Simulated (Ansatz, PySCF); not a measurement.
Gas-phase reaction in SMILES: Cl[C]Cl -> Cl[C]Cl as doublet, charge +1 + e-
Each molecule is optimised on its own at B3LYP-D3(BJ)/def2-TZVP (Ansatz, a program for electronic structure). Unstable Hartree-Fock reference: Cl[C]Cl.

Property: adiabatic ionisation energy (0 K, with B3LYP-D3(BJ) harmonic zero-point energies from PySCF), in eV. Cores are frozen in the correlated levels unless marked. UHF or UKS for open shells. Spin-orbit coupling is left out. Non-relativistic. Basis-set limits of correlation are two-point, X^-3; Hartree-Fock from the larger set.

CCSD(T)/CBS(cc-pV(T+d)Z,cc-pV(Q+d)Z) (Ansatz) gives 9.30 eV.

Task: Another calculation gave 9.09 eV. Which level was it?
A. HF/def2-TZVPD (PySCF)
B. CAM-B3LYP/def2-TZVPD (Ansatz)
C. r2SCAN/def2-TZVPD (Ansatz)

Result: B, CAM-B3LYP/def2-TZVPD (Ansatz). The others give 8.90 (r2SCAN), 8.22 (HF) eV.
